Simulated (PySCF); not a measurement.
# Distorted geometries of [AuF2]−

[AuF2]− (singlet). PySCF 2.14.0, RKS TPSS, Au def2-SVP with ECP60, F def2-SVP; non-relativistic Hamiltonian with scalar-relativistic core potentials where named; density fitting; no spin-orbit coupling. Relaxed geometry:

```xyz
3

Au    0.0000    0.0000    0.0000
F     0.0000    0.0000    1.9697
F     0.0000    0.0000   -1.9697
```

Q: Order these distorted geometries by energy above the relaxed one, lowest first.
A.
```xyz
3

Au    0.0169    0.0843    0.1673
F    -0.1412   -0.0702    1.8014
F     0.1244   -0.0141   -1.9687
```
B.
```xyz
3

Au    0.0601   -0.0292   -0.0035
F    -0.0583    0.0056    2.0410
F    -0.0017    0.0237   -2.0376
```
C.
```xyz
3

Au   -0.0346   -0.0165    0.0058
F    -0.0290   -0.0173    1.9741
F     0.0636    0.0338   -1.9800
```

A: C (0.01 eV), B (0.10 eV), A (2.11 eV).

Q: Which forces (eV/Å) act in the one that lies 0.10 eV up?

A: 
```
Au  -0.34  0.16  0.14
F    0.18 -0.08 -1.21
F    0.16 -0.08  1.07
```
Forces carry noise of the integration grid, about 0.01 to 0.03 eV/Å.

No frequency check is given that shows the relaxed geometry to be a minimum.
